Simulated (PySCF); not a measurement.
Vertical excitation energies

Species: CHBrF₂.
Bonds: F1–C2, C2–F3, C2–Br4. Hydrogens: H5 on C2.

Computed, not measured: TDDFT CAM-B3LYP/aug-cc-pVTZ, vertical, gas phase, core orbitals frozen in the response (PySCF 2.14.0, density-fitted response routines). Geometry: PBE0-D3(BJ)/def2-TZVP; no solvent, vibrations or thermal averaging. Relativistic effects, spin–orbit coupling among them, are left out although an element past zinc is present.

Q: Predict the UV-vis stick spectrum at this level.

A: 

```
state  E (eV)  λ (nm)  ν̃ (cm⁻¹)       f  symmetry   main configurations (H = HOMO, L = LUMO)
   S1    6.39   194.2      51500  0.0019         –                     H→L (56%), H→L+1 (33%)
   S2    6.42   193.2      51750  0.0000         –                 H-1→L (57%), H-1→L+1 (32%)
   S3    7.92   156.5      63900   0.070        A′                     H→L+1 (61%), H→L (26%)
   S4    7.95   155.9      64150   0.070        A″                 H-1→L+1 (62%), H-1→L (24%)
   S5    8.55   145.0      68950   0.129        A′   H-2→L (60%), H-1→L+3 (12%), H-2→L+1 (9%)
   S6    8.87   139.8      71550   0.043        A′        H→L+2 (43%), H→L+4 (32%), H→L (13%)
   S7    8.90   139.4      71760   0.024        A″  H-1→L+2 (38%), H-1→L+4 (35%), H-1→L (12%)
   S8    9.01   137.7      72640  0.0015         –                                H→L+3 (81%)
   S9    9.15   135.5      73820   0.014        A′    H-1→L+3 (46%), H→L+4 (23%), H→L+2 (17%)
  S10    9.24   134.1      74550  0.0000         –               H-1→L+4 (53%), H-1→L+2 (35%)
```

Triplets, Tamm–Dancoff:

```csv
state,E (eV),λ (nm),"main configurations (H = HOMO, L = LUMO)"
T1,5.67,218.8,"H→L (53%), H→L+1 (31%), H→L+2 (9%)"
T2,5.69,217.9,"H-1→L (52%), H-1→L+1 (32%), H-1→L+2 (9%)"
T3,7.04,176.0,"H-2→L (50%), H-2→L+1 (29%), H-2→L+2 (9%)"
T4,7.78,159.4,"H→L+1 (60%), H→L (22%), H→L+2 (9%)"
```

The lowest singlet comes at 194 nm (616 kJ/mol) in the vacuum ultraviolet; it is very weak; its leading configuration is HOMO→LUMO (56%). The strongest level in the table is S5 at 8.55 eV (145 nm, f = 0.129). Löwdin shares by element: HOMO (one of a set within 0.03 eV) bromine 82%, carbon 14%; LUMO hydrogen 42%, bromine 36%, carbon 18%. Weighted by f, the mean energy of these states is 8.38 eV. The oscillator strengths of these states sum to 0.354; summed over the whole spectrum of an exact calculation they would give the number of electrons, 60 (Thomas–Reiche–Kuhn). The listed states span 2.86 eV, and the widest gap between neighbours is 1.51 eV (S2 to S3). Symmetry labels in Cs follow from the direction of the transition dipole and are given only for states with f of 0.002 or more. Only the lowest 10 singlets were computed, as vertical energies without vibronic structure.
